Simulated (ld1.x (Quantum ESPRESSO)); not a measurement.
**Sc (Z = 21): what ld1.x (Quantum ESPRESSO) 7.5 does with a changed input**

Command:

```bash
ld1.x < Sc.in > Sc.out
```

Input:

```
&input
   title='Sc', zed=21., rel=1, dft='BP', iswitch=3,
   config='[Ar] 3d1 4s2 4p0',
   nld=3, rlderiv=1.90, eminld=-6.0, emaxld=5.0, deld=0.02
 /
 &inputp
   pseudotype=2, tm=.true., lloc=-2, rcloc=150.,
   nlcc=.false.,
   file_pseudopw='Sc.UPF', file_wfcaegen='ae.wfc', file_wfcncgen='nc.wfc', file_beta='beta', file_chi='chi'
 /
3
3S  1  0   2.00   0.00  1.75  1.75  0.0
3P  2  1   6.00   0.00  1.65  1.65  0.0
3D  3  2   1.00   0.00  1.70  1.70  0.0
 &test
   configts(1)='3s2 3p6 3d1 4s2 4p0'
 /
```

Output (end):

```

     n l     nl                  e(Ry)          e(Ha)          e(eV)
     1 0     1S 1( 2.00)      -323.3359      -161.6679     -4399.2084
     2 0     2S 1( 2.00)       -34.8850       -17.4425      -474.6349
     2 1     2P 1( 6.00)       -28.5566       -14.2783      -388.5327
     3 0     3S 1( 2.00)        -4.0497        -2.0249       -55.0996
     3 1     3P 1( 6.00)        -2.4765        -1.2382       -33.6944
     3 2     3D 1( 1.00)        -0.2466        -0.1233        -3.3547
     4 0     4S 1( 2.00)        -0.3169        -0.1584        -4.3115
     4 1     4P 1( 0.00)        -0.1139        -0.0570        -1.5502

     final scf error:  3.7E-16 reached in  25 iterations

     Etot =   -1528.751849 Ry,    -764.375924 Ha,  -20799.728517 eV

     Ekin =    1540.345494 Ry,     770.172747 Ha,   20957.468091 eV
     Encl =   -3630.778932 Ry,   -1815.389466 Ha,  -49399.263944 eV
     Eh   =     640.078298 Ry,     320.039149 Ha,    8708.708891 eV
     Exc  =     -78.396708 Ry,     -39.198354 Ha,   -1066.641556 eV

     normalization and overlap integrals

     s(1S/1S) =  1.000000  <r> =   0.0730  <r2> =    0.0072  r(max) =   0.0476
     s(2S/2S) =  1.000000  <r> =   0.3435  <r2> =    0.1396  r(max) =   0.2845
     s(2P/2P) =  1.000000  <r> =   0.3077  <r2> =    0.1170  r(max) =   0.2329
     s(3S/3S) =  1.000000  <r> =   1.0748  <r2> =    1.3334  r(max) =   0.9213
     s(3P/3P) =  1.000000  <r> =   1.1691  <r2> =    1.6128  r(max) =   0.9685
     s(3D/3D) =  1.000000  <r> =   1.8690  <r2> =    4.8087  r(max) =   1.0974
     s(4S/4S) =  1.000000  <r> =   3.6983  <r2> =   15.7177  r(max) =   3.0971
     s(4P/4P) =  1.000000  <r> =   4.9684  <r2> =   28.8627  r(max) =   4.0268

     ------------------------ End of All-electron run ------------------------

     --------------------- Generating NC pseudopotential ---------------------

      Generating local potential from pseudized AE potential:
      Matching radius rcloc = 150.0000
      Enforcing V''(0)=0 (lloc=-2)

 %%%%%%%%%%%%%%%%%%%%%%%%%%%%%%%%%%%%%%%%%%%%%%%%%%%%%%%%%%%%%%%%%%%%%%%%%%%%%%
     Error in routine compute_potps_new (1):
     unable to find a solution.. try lloc=-1
 %%%%%%%%%%%%%%%%%%%%%%%%%%%%%%%%%%%%%%%%%%%%%%%%%%%%%%%%%%%%%%%%%%%%%%%%%%%%%%

     stopping ...
```

Q: This input was made by a single change from one that runs to its end. What was changed?

A: The change: rcloc set to 150. bohr. The program stops during the generation: "compute_potps_new: unable to find a solution.. try lloc=-1".
